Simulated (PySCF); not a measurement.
CH4Cl2OSi2, SMILES Cl[Si]1(Cl)CO[SiH2]1.

Geometry optimised at PBE-D3(BJ)/def2-SVP. This is a generated structure with no PubChem entry under its InChIKey; it may be hypothetical.

These are SMD-ωB97X/6-31G* run with PySCF values and carry that method's errors.

Solvation free energies are E(SMD) − E(gas) at the gas-phase geometry, for 1 M in both phases. In vacuum the dipole moment is 0.92 D.

Computed solvation free energies in water, 1-octanol, diethylether:
| solvent | ΔG(solv) (kcal/mol) | its non-electrostatic (CDS) part | dipole (D) |
|---|---|---|---|
| water | -2.2 | 2.8 | 1.03 |
| 1-octanol | -5.2 | -1.1 | 1.06 |
| diethylether | -5.2 | -2.8 | 1.13 |
